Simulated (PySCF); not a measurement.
Compound: C5H5FP2.
Cartesian coordinates in Å at the GFN2-xTB level; atoms count from 1:
```xyz
13
C5H5FP2 angstrom
C     -2.1690   -0.5034   -0.1057
C     -0.7059   -0.1597   -0.0349
C     -0.3635    1.1632    0.1246
P      1.1917    1.9239    0.2459
C      2.2713    0.5718    0.1128
C      1.9267   -0.7416   -0.0458
F      2.9590   -1.6253   -0.1294
P      0.3750   -1.5298   -0.1668
H     -2.3098   -1.5749   -0.2391
H     -2.6764   -0.1973    0.8090
H     -2.6427    0.0158   -0.9386
H     -1.1923    1.8637    0.1892
H      3.3315    0.7939    0.1610
```

Method: TDDFT PBE0/def2-SVPD, vertical, gas phase, core orbitals frozen in the response in PySCF.

Frontier orbitals with the atoms that hold most of them (Löwdin shares over 4%, at most four atoms; ? is withheld):

```json
{"orbital": "LUMO+2", "ε (eV)": "0.60", "atoms": "C1 25%, P8 12%, C3 10%, H9 8%"}
{"orbital": "LUMO+1", "ε (eV)": "-1.39", "atoms": "C2 20%, C6 18%, C3 16%, C5 16%"}
{"orbital": "LUMO", "ε (eV)": "?", "atoms": "?"}
{"orbital": "HOMO", "ε (eV)": "-7.10", "atoms": "P8 29%, P4 22%, C6 12%, C2 11%"}
{"orbital": "HOMO-1", "ε (eV)": "-7.97", "atoms": "?"}
{"orbital": "HOMO-2", "ε (eV)": "-8.18", "atoms": "P4 52%, C3 12%, C5 11%, P8 8%"}
{"orbital": "HOMO-3", "ε (eV)": "-8.41", "atoms": "P8 56%, P4 12%, C2 10%, C6 8%"}
```

(1) Give the leading atoms of the LUMO.

(2) Give the leading atoms of the HOMO-1.

(3) What is the LUMO energy, and the HOMO–LUMO gap?

Answers

(1) P4 (bonded to 2 C) 31%; P8 (bonded to 2 C) 27%; C2 (bonded to 2 C and P) 10%; C5 (bonded to C, P and H) 10%. By element: phosphorus 58%, carbon 20% or more.

(2) C5 (bonded to C, P and H) 22%; C3 (bonded to C, P and H) 20%; C2 (bonded to 2 C and P) 17%; C6 (bonded to C, F and P) 15%.

(3) ε(LUMO) = -2.50 eV; the gap is 4.61 eV (0.1693 hartree).

**Question.** How does S1 compare with the orbital gap of 4.61 eV?

**Answer.** S1 is at 4.22 eV (f = 0.026), 0.38 eV below the gap, made of HOMO-1→LUMO (50%), HOMO→LUMO+1 (32%), HOMO→LUMO (16%). Its leading pair isn't HOMO and LUMO; the energies of that pair differ by 5.48 eV. 

**Question.** One configuration dominates each of S2, S3 and S6. Which, and how do the shares of the two leading atoms of either orbital change from the occupied to the empty one?

**Answer.** 
- S2 (4.35 eV, f 0.152), HOMO→LUMO (77%): P8 29% → 27%, P4 22% → 31%
- S3 (4.49 eV, f 0.018), HOMO-2→LUMO (98%): P4 52% → 31%, C3 12% → at most 10%, P8 8% → 27%
- S6 (5.34 eV, f 0.0004), HOMO-2→LUMO+1 (97%): P4 52% → at most 16%, C3 12% → 16%, C2 at most 9% → 20%, C6 at most 9% → 18%

Löwdin shares depend on the basis, the more so with diffuse functions.
